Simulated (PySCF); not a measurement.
**Polarisability and C₆ of Te (tellurium, neutral)**

[Kr] 4d10 5s2 5p4, high-spin 3P determinant. Computed with PySCF 2.14 in aug-cc-pVTZ-DK3, with the spin-free X2C one-electron Hamiltonian (Gaussian nucleus). Coupled (time-dependent) response in atomic units; α is the mean over directions.

```
method  mean α (bohr³)         α xx, yy, zz  C₆ (like pair)  S(−4)
   UHF           37.98  35.81, 42.31, 35.81           411.5  324.9
   PBE           41.14  38.29, 46.85, 38.29           450.9  420.9
  PBE0           39.43  36.90, 44.50, 36.90           428.8  369.2
  PW91           40.83  38.01, 46.47, 38.01           446.3  413.6
  BP86           41.35  38.48, 47.11, 38.48           452.9  428.7
```

S(−4) is the Cauchy moment in α(ω) = α(0) + S(−4) ω² + …

Reference α: 38 ± 4 bohr³ (recommended; Schwerdtfeger and Nagle, table of static dipole polarizabilities (2023 update)). Published C₆: 445.0 (Chu and Dalgarno (2004); Tang, Norbeck and Certain (1976)).

Spin-orbit coupling is absent.

α(iu) at UHF:

| u (hartree) | α(iu) (bohr³) |
| --- | --- |
| 0 | 37.98 |
| 0.0500 | 37.19 |
| 0.100 | 35.05 |
| 0.200 | 28.86 |
| 0.300 | 22.74 |
| 0.500 | 14.14 |
| 0.750 | 8.530 |
| 1.00 | 5.671 |
| 1.50 | 3.066 |
| 2.00 | 1.954 |
| 3.00 | 1.016 |
| 5.00 | 0.4237 |

The components differ because the open shell of this determinant is not spherical; for a pure term their mean is the scalar polarisability.
